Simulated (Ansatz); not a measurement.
Cost and result up the ladder for Ge20H30, a nanocrystal cut from cubic germanium (50 atoms). Total charge 0; singlet. Geometry: PBE-D4/def2-SVP.

```xyz
50

Ge    2.345    1.839   -0.781
Ge    2.833   -1.698   -2.715
Ge    1.623   -0.227    2.608
Ge    2.144   -3.664    0.509
Ge    0.012    1.330   -4.062
Ge   -0.993    2.580    1.360
Ge   -3.168    2.035   -2.024
Ge   -0.603   -0.848   -0.646
Ge   -1.457   -2.863    2.820
Ge   -3.947   -0.192    1.634
Ge    3.946    0.193   -1.634
Ge    1.457    2.865   -2.820
Ge    0.603    0.851    0.647
Ge    0.991   -2.579   -1.360
Ge    3.167   -2.037    2.023
Ge   -0.011   -1.330    4.063
Ge   -1.622    0.227   -2.608
Ge   -2.145    3.662   -0.511
Ge   -2.833    1.698    2.717
Ge   -2.345   -1.837    0.781
H     3.117    2.922    0.040
H     2.353   -1.271   -4.130
H     3.874   -2.845   -2.892
H     2.394    0.852    3.434
H     3.273   -4.555   -0.091
H     1.190   -4.588    1.316
H     0.893    0.300   -4.822
H    -0.782    2.151   -5.124
H    -0.229    3.665    2.184
H    -3.557    2.766   -3.345
H    -4.475    1.489   -1.383
H    -0.675   -4.171    2.513
H    -2.671   -3.237    3.724
H    -4.882    0.338    0.511
H    -4.837   -0.911    2.693
H     4.836    0.911   -2.693
H     4.880   -0.336   -0.510
H     2.672    3.236   -3.724
H     0.676    4.174   -2.515
H     0.225   -3.662   -2.185
H     4.474   -1.492    1.383
H     3.554   -2.768    3.344
H     0.784   -2.152    5.122
H    -0.890   -0.300    4.825
H    -2.391   -0.853   -3.434
H    -1.190    4.584   -1.319
H    -3.274    4.556    0.087
H    -3.873    2.845    2.898
H    -2.350    1.268    4.130
H    -3.116   -2.920   -0.040
```

Ansatz on 11 threads of AMD EPYC 7R13 on a shared host and a whole NVIDIA H100 80GB HBM3. Times are rough, and most runs start from the orbitals of an earlier one. PBE0-D4/def2-TZVP serves as the yardstick here, not as an exact answer. Differences are given only for rows in sets of like size (and for xTB, whose basis is part of the method), since another set adds its own error. Binding counts from free atoms at the same level (Ge triplet, H doublet; other spins of the atoms weren't run), without zero-point energy or a counterpoise term.

The 6-31G sets use Cartesian d functions. B3LYP takes the VWN-RPA correlation. Correlated methods freeze 180 core orbitals; core or outer-core shells of Ge are correlated, in sets that lack core-valence functions. The rows differ in basis, and correlated rows in double-zeta sets carry the largest basis error. Single mean-field runs in 6-31G, def2-SVP, def2-TZVP are fitted with def2-universal-jkfit.

Correlated methods converge slowly with the basis, most of all in double-zeta sets.

```csv
level,functions,wall time,binding energy per atom (eV),difference from PBE0-D4/def2-TZVP (eV)
HF/STO-3G,390,3 s,3.72,–
PBE-D4/def2-SVP,790,3.8 s,2.87,–
HF/6-31G,640,4.2 s,1.88,–
B3LYP-D4/6-31G,640,4.6 s,2.81,–
r2SCAN-D4/def2-TZVP,1140,6.5 s,2.91,0.04
PBE0-D4/def2-SVP,790,6.5 s,2.88,–
PBE-D4/def2-TZVP (with forces),1140,7 s,2.87,0.00
BHLYP-D4/def2-TZVP,1140,11 s,2.84,-0.03
MP2/def2-SVP,790,14 s,2.69,–
PBE0-D4/def2-TZVP (with forces),1140,16 s,2.87,0.00
```
